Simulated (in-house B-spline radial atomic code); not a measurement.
# Ionising the sulfur ion S⁴⁺ with different functionals

Computed with a radial B-spline atomic code at the basis-set limit: non-relativistic Hamiltonian, point nucleus, spin-polarised at highest spin, spherical fractional occupations for the functionals, the average over the highest-spin determinants for Hartree-Fock. The ionisation energy is the difference of two self-consistent energies, [Ne] 3s2 → [Ne] 3s1, without Breit or QED terms; ε is the level of the shell that loses the electron (its least bound occupied spin orbital).

```tsv
method	rung	ΔSCF (eV)	-ε(3s) (eV)
Hartree-Fock	Hartree-Fock	70.61	70.80
HF fractional	Hartree-Fock	70.61	70.80
LDA VWN5	LDA	72.48	65.88
LDA PW92	LDA	72.48	65.87
LDA exchange-only	LDA	70.63	64.38
PBE	GGA	72.36	65.74
PBEsol	GGA	72.11	65.67
BLYP	GGA	72.46	65.74
RPBE	GGA	72.28	65.65
PW91	GGA	72.46	65.85
BP86	GGA	72.39	65.91
AM05	GGA	71.99	65.62
OLYP	GGA	72.09	65.52
TPSS	meta-GGA	72.07	65.83
SCAN	meta-GGA	71.65	66.01
r2SCAN	meta-GGA	71.57	65.97
M06-L	meta-GGA	72.11	65.84
revTPSS	meta-GGA	?	?
PBE0	global hybrid	72.16	67.27
B3LYP	global hybrid	72.50	67.12
TPSSh	global hybrid	72.02	66.43
M06-2X	global hybrid	72.63	69.07
BHandHLYP	global hybrid	?	?
r2SCAN0	global hybrid	71.63	67.41
B97-1	global hybrid	72.48	66.96
HSE06	range-separated hybrid	72.18	66.90
wB97X	range-separated hybrid	71.80	69.97
CAM-B3LYP	range-separated hybrid	72.50	68.94
LC-wPBE	range-separated hybrid	72.27	70.52
```

(1) What does BHandHLYP give?

(2) What does revTPSS give?

(3) Among the functionals, which spreads more, the ΔSCF values or the orbital energies?

(4) How do they compare with the NIST value?

Results:

(1) ΔSCF 72.17 eV, and -ε(3s) = 68.75 eV.

(2) ΔSCF 71.96 eV, and -ε(3s) = 65.86 eV.

(3) The orbital energies: ΔSCF values span about 2.00 eV and the orbital energies 6.15 eV.

(4) NIST lists 72.594 eV (measured, ground level to ground level). Errors run from -1.98 to +0.04 eV; M06-2X is closest (+0.04 eV), but part of that can be cancellation, since the calculations leave out relativity, Breit-QED terms, the near-degeneracy of s² and p². Hartree-Fock also lacks correlation.
